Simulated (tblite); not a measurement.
Compound: C3H12NSi2 (doublet state).
Atom-mapped SMILES: `[CH3:1][CH2:2][Si@@:3]([CH3:4])([NH2:5])[SiH2:6]` (hydrogens: H7, H8, H9 on C1; H10, H11 on C2; H12, H13, H14 on C4; H15, H16 on N5; H17, H18 on Si6)

Structure used (GFN2-xTB), in Å, numbered top down from 1:
```xyz
18
C3H12NSi2 angstrom
C      2.2103   -0.4334    0.5934
C      0.9491   -1.0956    0.0592
Si    -0.5240    0.1144   -0.0756
C     -2.0950   -0.7974   -0.6465
N     -0.8861    0.5325    1.5765
Si    -0.0213    1.7368   -1.6142
H      3.0400   -1.1386    0.6303
H      2.5038    0.4026   -0.0391
H      2.0468   -0.0550    1.6002
H      0.6852   -1.9300    0.7095
H      1.1646   -1.5210   -0.9218
H     -1.9524   -1.2665   -1.6140
H     -2.3859   -1.5691    0.0583
H     -2.9260   -0.1054   -0.7389
H     -1.7658    0.9747    1.7919
H     -0.1608    0.9176    2.1605
H     -1.0638    2.6615   -2.0744
H      1.1727    2.5782   -1.4671
```

Structure optimised with GFN2-xTB, isolated species. This method treats the open shell by occupation alone, without spin polarisation.

Masses are those of the commonest isotopes; rigid-rotor values at the optimised geometry. The values belong to one conformer with, in the numbering `[CH3:1][CH2:2][Si@@:3]([CH3:4])([NH2:5])[SiH2:6]`, C1–C2–Si3–C4 -177°, C2–Si3–N5–H -165° and 56°, C2–Si3–Si6–H 170° and -57°.

Problem. What are A, B and C (MHz)?

Solution. Ia = 239.18, Ib = 281.53, Ic = 380.18 u·Å²; 505379 MHz·u·Å²/I gives A = 2113, B = 1795, C = 1329 MHz.

Problem. Classify the top.

Solution. An asymmetric top; Ray's κ = 0.189.

Problem. What does the inertial defect say?

Solution. Not planar: Δ = Ic − Ia − Ib = -140.53 u·Å². For a rigid frame Δ = −2 Σ m c², so Σ m c² = 70.27 u·Å² lies off the ab plane: 19.92 from hydrogen and 50.35 from heavier atoms. The atom farthest from that plane is 2.14 Å away.

Problem. Estimate the classical rotational partition function at 50 K, 298.15 K and 500 K.

Solution. Point group C1, symmetry number σ = 1; q = (√π/σ)·√((kT/h)³/(ABC)), k/h = 20836.6 MHz/K: 26500 at 50 K, 387000 at 298.15 K, 839000 at 500 K.

For this open shell read J as N, the rotation without spin; fine and hyperfine splittings come on top. Its GFN2-xTB frequencies are all real (lowest 40 cm⁻¹). These are rigid-rotor constants of the computed structure; measured ground-state constants (B0) also hold zero-point vibration.
